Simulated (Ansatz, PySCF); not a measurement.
System: sum formula NaOH (charge +1, doublet). 
Coordinates optimised at B3LYP-D3(BJ)/def2-TZVP (Ansatz, a quantum-chemistry and plane-wave program):
```
O
H 1 0.9777
Na 1 2.2575 2 180.00
```
Charge +1, spin multiplicity 2.

Total electronic energies in hartree. Cores are frozen in the correlated levels unless marked. Open shells are spin-unrestricted. No spin-orbit coupling. Non-relativistic. Basis-set limits of correlation are two-point, X^-3; Hartree-Fock from the larger set.

| level | program | energy (Eh) |
|---|---|---|
| HF/def2-SVP | Ansatz | -236.97014 |
| RI-HF/def2-TZVPP | Ansatz | -237.12069 |
| BLYP/def2-TZVPD | PySCF | -237.86476 |
| CAM-B3LYP/def2-TZVPD | Ansatz | -237.84156 |
| wB97X-V/def2-TZVPD | Ansatz | -237.81546 |
| B2GP-PLYP-D3(BJ)/def2-TZVPD | Ansatz + dftd3 | -237.66174 |
| MP2/def2-QZVPPD | Ansatz | -237.34634 |
| CCSD(T)/def2-TZVPP | Ansatz | -237.33683 |
| CCSD(T)/CBS(def2-TZVPPD,def2-QZVPPD) | Ansatz | -237.3761 |

Totals of different functionals don't rank their quality; only differences between species are comparable.
